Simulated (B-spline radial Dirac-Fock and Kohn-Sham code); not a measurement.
**Binding energies of Eu⁴³⁺**

System: Eu⁴³⁺ in the configuration 1s2 2s2 2p6 3s2 3p6 3d2; nuclear rms radius 5.1115 fm (A = 153).

Model: relaxed Dirac-Fock hole states (ΔSCF) with Breit and QED corrections and a finite nucleus. Program: a B-spline atomic structure program. Electron correlation is not included. Energies are counted from the vacuum level.

All terms are in eV, carry their sign (relaxation lowers the binding energy) and add up to the binding energy; ⟨r⟩ is the mean radius of the orbital in the initial state.

| subshell | −ε (Koopmans) | relaxation | Gaunt | retardation | self-energy | vacuum polarisation | binding energy | ⟨r⟩ (bohr) |
| --- | --- | --- | --- | --- | --- | --- | --- | --- |
| K | 51336.7 | -36.16 | -149.86 | 13.17 | -83.21 | 13.39 | 51094.0 | 0.022 |
| L1 | 10585.5 | -9.75 | -15.80 | 1.04 | -11.34 | 1.70 | 10551.4 | 0.094 |
| L2 | 10168.5 | -12.36 | -26.08 | 2.65 | 0.33 | 0.01 | 10133.0 | 0.078 |
| L3 | 9508.7 | -11.04 | -18.34 | 3.44 | -0.64 | -0.07 | 9482.0 | 0.085 |
| M1 | 3951.1 | -1.31 | -3.54 | 0.31 | -2.88 | 0.41 | 3944.1 | 0.233 |
| M2 | 3778.6 | -1.58 | -5.97 | 0.70 | 0.01 | 0.01 | 3771.7 | 0.222 |
| M3 | 3619.3 | -1.38 | -4.19 | 0.93 | -0.21 | -0.02 | 3614.4 | 0.232 |
| M4,5 | 3376.4 | -1.91 | -2.02 | 0.40 | 0.13 | -0.02 | 3373.0 | 0.204 |

For the deepest level, K (1s), the Breit terms make up -0.268 % of the binding energy, QED -0.137 % and orbital relaxation -0.071 %.

Spin-orbit splittings: 2p 651.0 eV, 3p 157.3 eV.

Going to the tabulated ground configuration of the next ion removes an electron from M4,5 (3d), computed at 3373.0 eV. NIST lists 3398 ± 4 eV as the ionisation energy of this species (theoretical), +25.00 eV from the computed value. Where a p, d or f shell is open in either ion the computed value averages over both j values and all terms, while the table refers to the lowest levels; that difference holds spin-orbit splitting (largest in heavy or highly charged ions), term energies where several electrons share open shells, and correlation, and it can reach 10 % or more.
